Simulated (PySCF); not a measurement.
Run record: excited-state job, `C(C[SiH3])[Si@H](O)C#C`.

Computed with TDDFT PBE0/def2-SVPD, vertical, gas phase, core orbitals frozen in the response (PySCF 2.14.0, density-fitted response routines). Geometry: GFN2-xTB. The input is one job of a driver script: a line of settings, then coordinates in Å.

Command:
```bash
OMP_NUM_THREADS=1 python probes_run.py task.json out
```

Input:
```
{"job": {"kind": "uv", "xc": "PBE0", "basis": "def2-SVPD", "nstates": 8, "ntriplets": 3}, "charge": 0, "multiplicity": 1}
C     -2.595195     2.165693     0.285638
C     -2.219707     1.028735     0.391592
Si    -1.598236    -0.712536     0.581304
O     -2.395960    -1.736252    -0.405495
C      0.213668    -0.814607     0.029432
C      1.082862     0.275308     0.656586
Si     2.894890     0.180103     0.092721
H     -2.926405     3.160266     0.188485
H     -1.793181    -1.086142     1.988351
H     -3.344525    -1.821137    -0.382835
H      0.619531    -1.793533     0.290948
H      0.272271    -0.741326    -1.058006
H      0.665238     1.251955     0.402192
H      1.027059     0.198177     1.744704
H      3.484891    -1.085532     0.539137
H      2.954630     0.246234    -1.369830
H      3.651171     1.296623     0.664628
```

Output:
```
coarse grid: 14880 points
cycle   1  E = -811.5398728514  dE =  5.073e-01  |g| = 7.577e-01  |ddm| = 8.340e+00
cycle   2  E = -811.4041288397  dE =  1.357e-01  |g| = 1.116e+00  |ddm| = 2.539e+00
cycle   3  E = -811.6578452012  dE = -2.537e-01  |g| = 1.300e-01  |ddm| = 1.208e+00
cycle   4  E = -811.6612337223  dE = -3.389e-03  |g| = 5.357e-02  |ddm| = 2.508e-01
cycle   5  E = -811.6617658748  dE = -5.322e-04  |g| = 3.080e-02  |ddm| = 1.018e-01
cycle   6  E = -811.6620016222  dE = -2.357e-04  |g| = 5.060e-03  |ddm| = 4.153e-02
cycle   7  E = -811.6620079374  dE = -6.315e-06  |g| = 1.498e-03  |ddm| = 1.100e-02
final grid: 133616 points
cycle   8  E = -811.7738779425  dE = -2.284e-05  |g| = 8.877e-03  |ddm| = 1.090e-01
cycle   9  E = -811.7738584391  dE =  1.950e-05  |g| = 1.279e-02  |ddm| = 2.599e-02
cycle  10  E = -811.7738970167  dE = -3.858e-05  |g| = 1.234e-03  |ddm| = 1.451e-02
cycle  11  E = -811.7738973367  dE = -3.200e-07  |g| = 3.890e-04  |ddm| = 1.932e-03
cycle  12  E = -811.7738973714  dE = -3.473e-08  |g| = 1.576e-04  |ddm| = 6.450e-04
cycle  13  E = -811.7738973772  dE = -5.787e-09  |g| = 3.433e-05  |ddm| = 2.288e-04
cycle  14  E = -811.7738973775  dE = -2.854e-10  |g| = 8.189e-06  |ddm| = 7.631e-05
converged SCF energy = -811.7738973775

Static polarisability (au): isotropic 102.564, principal 83.362 104.596 119.734

Singlet excitations
state   eV       nm        f      main configurations
  1   5.9567    208.1   0.00006   H->L 0.62, H-2->L 0.28
  2   6.3574    195.0   0.00429   H-1->L 0.46, H->L+1 0.25, H-2->L+1 0.16
  3   6.4707    191.6   0.00055   H-1->L+1 0.67, H->L 0.13
  4   6.6417    186.7   0.00477   H-2->L 0.55, H->L 0.21, H-1->L+1 0.15
  5   6.9648    178.0   0.06795   H->L+1 0.65, H-2->L+1 0.18, H-1->L 0.08
  6   7.3303    169.1   0.02347   H-3->L 0.81, H->L+2 0.09
  7   7.3829    167.9   0.02989   H->L+2 0.79
  8   7.6951    161.1   0.01762   H->L+3 0.80

Triplet excitations (Tamm-Dancoff, eV): 4.9822 5.4140 5.4739
```

The SCF starts on a coarse grid where the log names one; the energy can jump when the final grid takes over, and dE then counts from the start density on the new grid. H and L stand for HOMO and LUMO; the number after each pair is its weight.

Which computed singlet has the largest oscillator strength, and what do all of them sum to?

State 5 at 6.96 eV (178 nm), f = 0.068; the 8 states sum to 0.149.

How does the lowest singlet excitation compare with the HOMO–LUMO gap?

HOMO -7.82 eV and LUMO -0.41 eV give a gap of 7.41 eV; S1 at 5.96 eV lies 1.45 eV below it.

Main results: HOMO -7.82 eV, LUMO -0.41 eV; lowest singlet 5.96 eV; lowest triplet 4.98 eV (Tamm–Dancoff); mean polarisability 102.6 au.

Estimate the wall time. Hardware: one thread of an Arm Neoverse N1, shared host with 64 logical CPUs at a one-minute load of 60. And the peak memory of the process?

About 83 s, with 0.87 GiB resident at the peak, the Python interpreter and its libraries included.

One conformer stands for the species.
Labels such as C1 count atoms from 1, the log's own numbers from 0.
